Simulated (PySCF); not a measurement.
```xyz
3
charge 0 multiplicity 5, angstrom
Fe    0.0000    0.0000    0.0000
Cl    2.1459    0.0000    0.0000
Cl   -2.1459    0.0000    0.0000
```

These are results of UB3LYP/[Fe def2-TZVP, Cl def2-TZVP], no relativity, density fitting, PySCF, not measurements.

This geometry of FeCl₂ is a stationary point at this level.

Q: What is the point group?

A: D∞h.

Q: Is it a minimum?

A: Yes: all harmonic wavenumbers are real.

Q: Which band is strongest in the infrared?

A: 489 cm⁻¹ (σu+), 159 km/mol.

Q: What are the dipole moment and the gap between the highest occupied and lowest empty levels of either spin?

A: 0.00 D and 3.80 eV.

Q: Give the ideal-gas entropy at 298.15 K and 1 bar by parts.

A: translation 169.2, rotation 71.4, vibration 40.2, spin 13.4; total 294.2 J/(mol K).

This need not be the most stable arrangement of these atoms. Open d and f shells are described by one determinant, and the ground state may have another occupation or spin.
